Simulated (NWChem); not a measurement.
System: C2H2BrF; SMILES F/C=C\Br

Excerpt of the output:

```
             Northwest Computational Chemistry Package (NWChem) 7.3.0
             --------------------------------------------------------

 CS  symmetry detected

                             Geometry "geometry" -> ""
                             -------------------------

 Output coordinates in angstroms (scale by  1.889725989 to convert to a.u.)

  No.       Tag          Charge          X              Y              Z
 ---- ---------------- ---------- -------------- -------------- --------------
    1 F                    9.0000    -0.78725487     2.05308545     0.00000000
    2 C                    6.0000     0.49782355     1.75191551     0.00000000
    3 C                    6.0000     0.96427871     0.50627762     0.00000000
    4 Br                  35.0000    -0.13947704    -0.99906013     0.00000000
    5 H                    1.0000     1.15696185     2.62555566     0.00000000
    6 H                    1.0000     2.03741486     0.31462098     0.00000000

 Effective nuclear repulsion energy (a.u.)     225.4209753692

      Symmetry information
      --------------------

 Group name             Cs
 Group number              2
 Group order               2
 No. of unique centers     6

  pbe96 is a nonlocal functional; adding pw91lda local functional.

                                 NWChem DFT Module
                                 -----------------

 Summary of "ao basis" -> "ao basis" (spherical)
 ------------------------------------------------------------------------------
       Tag                 Description            Shells   Functions and Types
 ---------------- ------------------------------  ------  ---------------------
 F                          def2-svp                 6       14   3s2p1d
 C                          def2-svp                 6       14   3s2p1d
 Br                         def2-svp                12       32   5s4p3d
 H                          def2-svp                 3        5   2s1p

      Symmetry analysis of basis
      --------------------------

        a'         60
        a"         24

            General Information
            -------------------
          SCF calculation type: DFT
          Wavefunction type:  closed shell.
          No. of atoms     :     6
          No. of electrons :    58
           Alpha electrons :    29
            Beta electrons :    29
          Charge           :     0
          Spin multiplicity:     1
          Use of symmetry is: on ; symmetry adaption is: on
          Maximum number of iterations: 150
          AO basis - number of functions:    84
                     number of shells:    36
          Convergence on energy requested:  1.00D-06
          Convergence on density requested:  1.00D-05
          Convergence on gradient requested:  5.00D-04

              XC Information
              --------------
          PerdewBurkeErnzerhof Exchange Functional  1.000
            Perdew 1991 LDA Correlation Functional  1.000 local
           PerdewBurkeErnz. Correlation Functional  1.000 non-local

             Grid Information
             ----------------
          Grid used for XC integration:  medium
          Radial quadrature: Mura-Knowles
          Angular quadrature: Lebedev.
          Tag              B.-S. Rad. Rad. Pts. Rad. Cut. Ang. Pts.
          ---              ---------- --------- --------- ---------
          F                   0.50       49           9.0       434
          C                   0.70       49           8.0       434
          Br                  1.15      112          10.0       590
          H                   0.35       45          10.0       434
          Grid pruning is: on
          Number of quadrature shells:   349
          Spatial weights used:  Erf1

      Superposition of Atomic Density Guess
      -------------------------------------

 Sum of atomic energies:       -2747.62649896

      Non-variational initial energy
      ------------------------------

 Total energy =   -2749.160323
 1-e energy   =   -4271.724841
 2-e energy   =    1297.143543
 HOMO         =      -0.259839
 LUMO         =       0.055131

      Symmetry analysis of molecular orbitals - initial
      -------------------------------------------------

  Numbering of irreducible representations:

     1 a'          2 a"

  Orbital symmetries:

     1 a'          2 a'          3 a'          4 a'          5 a"
     6 a'          7 a'          8 a'          9 a'         10 a'
    11 a'         12 a"         13 a'         14 a'         15 a"
    16 a'         17 a"         18 a'         19 a'         20 a'
    21 a'         22 a'         23 a"         24 a'         25 a'
    26 a'         27 a"         28 a'         29 a"         30 a'
    31 a"         32 a'         33 a'         34 a'         35 a'
    36 a'         37 a'         38 a'         39 a'

     ---------------------------------------------
      Total Density - Mulliken Population Analysis
     ---------------------------------------------

    Atom       Charge   Shell Charges
 -----------   ------   -------------------------------------------------------
    1 F    9     9.35   1.99  1.14  0.76  3.43  2.03  0.01
    2 C    6     5.57   1.99  0.92  0.24  1.69  0.66  0.07
    3 C    6     6.12   1.99  0.95  0.26  1.85  1.03  0.03
    4 Br  35    35.16   2.00  2.00  2.00  1.36  0.58  6.00  5.99  2.33  2.87  8.23  1.73  0.08
    5 H    1     0.93   0.68  0.23  0.02
    6 H    1     0.87   0.66  0.19  0.02

[...]
```

Level: PBE/def2-SVP. Coordinates come from a PBE0/def2-SVP optimisation.

### Question
Which NWChem input produces such a log?

### Answer
This is not unique; one that fits is the input that was run:
```
start job
memory heap 200 mb stack 900 mb global 1100 mb
geometry units angstroms noautoz
  F     -0.794582     2.056352     0.000000
  C      0.491050     1.757554     0.000000
  C      0.959803     0.512779     0.000000
  Br    -0.141173    -0.994593     0.000000
  H      1.148575     2.632409     0.000000
  H      2.033291     0.323103     0.000000
end
basis spherical
  F library def2-svp
  C library def2-svp
  Br library def2-svp
  H library def2-svp
end
dft
  xc xpbe96 cpbe96
  iterations 150
  mulliken
end
task dft energy
```
